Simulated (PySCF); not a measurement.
Level of theory: PBE0/[Mo def2-TZVP with ECP28, N def2-TZVP, Cl def2-TZVP], scalar-relativistic core potentials, density fitting, no spin–orbit coupling, PySCF. Open shells, if any, are unrestricted.

Q: What shape and geometry does isolated doublet MoNCl₂ take (every ligand bound to Mo)?

A: Formally Mo is in oxidation state +5, d1, with 1 unpaired electron. The Mulliken spin on Mo is 1.14. The polar-tensor charge on Mo, 1.56, is far below the formal one. The lowest minimum found is a doublet of Cs symmetry with Mo–Cl 2.258 Å (×2), Mo–N 1.613 Å; Cl–Mo–Cl 123.3°, Cl–Mo–N 109.0° (×2). Its harmonic wavenumbers are 76 (a'), 161 (a'), 265 (a''), 392 (a'), 449 (a''), 1179 (a') cm⁻¹ and its dipole moment is 2.38 D.

This need not be the most stable arrangement of these atoms. Other spin states or occupations of the open shell can lie lower.
